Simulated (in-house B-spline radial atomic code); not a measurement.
# Fe³⁺: [Ar] (3d3/2)3 (3d5/2)1 (7f7/2)1 (an excited or competing configuration)

All numbers are computed (Dirac-Hartree-Fock, average of the jj configuration; Fermi nucleus of rms radius 3.7377 fm) with a radial B-spline atomic code at the basis-set limit, not measured.

Z_r = [3n² - l(l+1)]/(2<r>); Z_e = n√(-2ε); the last column is Slater's effective charge. Values are occupation-weighted means over j.

```csv
shell,electrons,ε (eV),<r> (bohr),Z_r,Z_e,Slater
1s,2,-7238,0.05842,25.68,23.06,25.70
2s,2,-943.64,0.2651,22.63,16.66,21.85
2p,6,-809.21,0.2348,21.30,15.42,21.85
3s,2,-172.41,0.7944,16.99,10.68,14.75
3p,6,-130.88,0.8311,15.04,9.30,14.75
3d,4,-72.675,0.9134,11.50,6.93,6.95
7f,1,-4.4808,16.69,4.04,4.02,4.00
```

The least bound orbital is 7f7/2 at -4.481 eV, and it is also the most diffuse (<r> = 16.69 bohr).

For the 1s electron the small component carries 0.875 % of the norm, the zero-frequency Breit interaction raises the level by 8.368 eV, self-energy by 4.122 eV, and vacuum polarisation lowers it by 0.3513 eV.
